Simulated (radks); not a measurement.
Results of a calculation; reference values are marked as such.
Neutral carbon, 6 electrons, occupied as 1s1.75 2s2 2p2 3p0.25 (fractional occupations, a model configuration).

Level of theory: Dirac Kohn-Sham, BLYP, spin-unpolarised, spherical densities, point nucleus; open shells are shared between the two j in proportion to 2j + 1 (a radial shooting solver on a logarithmic mesh with Libxc functionals).

Energy parts (hartree):
| part | energy |
|---|---|
| total | -35.23658 |
| kinetic | 35.15613 |
| electron-nucleus | -81.85556 |
| Hartree | 16.19443 |
| exchange-correlation | -4.73159 |

Orbitals (lengths in bohr, moments of r in powers of bohr; r(max) is where P^2 peaks; r(90%) holds 90 % of the orbital's charge):
orbital       occ.  eigenvalue (hartree)  r(90%)    <r^4>   <1/r>  r(max)  small-component weight
1s1/2         1.75             -10.60110   0.479  0.02451   5.712  0.1723                4.34e-04
2s1/2            2              -0.60413    2.40    14.60  0.9674   1.165                4.88e-05
2p1/2     0.666667              -0.29006    2.80    29.01  0.8436   1.101                3.90e-05
2p3/2      1.33333              -0.28964    2.80    29.10  0.8428   1.102                3.89e-05
3s1/2            0              -0.03767    12.2     9178  0.1748   5.724                2.93e-06
3p1/2    0.0833333              -0.01630    18.8    51670  0.1046   10.16                1.11e-06
3p3/2     0.166667              -0.01629    18.8    51720  0.1046   10.16                1.11e-06

The highest occupied level is 3p3/2 at -0.443 eV. The configuration is held as typed, so some empty levels lie below it. Summed over all electrons, <r^2> = 55.69 bohr^2, which gives a Langevin (diamagnetic) susceptibility term of -44.1 x 10^-6 cm^3/mol. The density falls to 0.001 e/bohr^3 at r = 3.52 bohr.
